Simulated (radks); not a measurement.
Results of a calculation; reference values are marked as such.
Initial-state core-level shifts of neutral palladium when its valence configuration changes from [Kr] 4d10. Level of theory: scalar-relativistic Kohn-Sham, PBEsol, spin-polarised, spherical densities, finite nucleus; open shells are filled with parallel spins first (spin-orbit coupling, left out, can overturn this in heavy ions); Fermi nuclear charge, rms radius 4.5318 fm (a radial shooting solver on a logarithmic mesh with Libxc functionals). Shifts are changes of the shell-averaged eigenvalues in eV (positive: less bound); the change of the density at the nucleus, which sets a Mossbauer isomer shift, is in e/bohr^3, on a base of 1.358e+05.

valence           1s       3p       4s      4p  density at nucleus
4d8 5p2      -10.295  -10.566  -10.160  -9.893               +3.60
4d9 5p1       -5.121   -5.236   -5.136  -5.036               +1.18
4d9 5s1       -3.318   -3.466   -3.303  -3.186              +17.65
4d8 5s1 5p1   -8.792   -9.086   -8.646  -8.375              +23.87
4d8 5s2       -7.364   -7.672   -7.198  -6.926              +40.69
4d9.5 5p0.5   -2.613   -2.663   -2.639  -2.598               +0.42
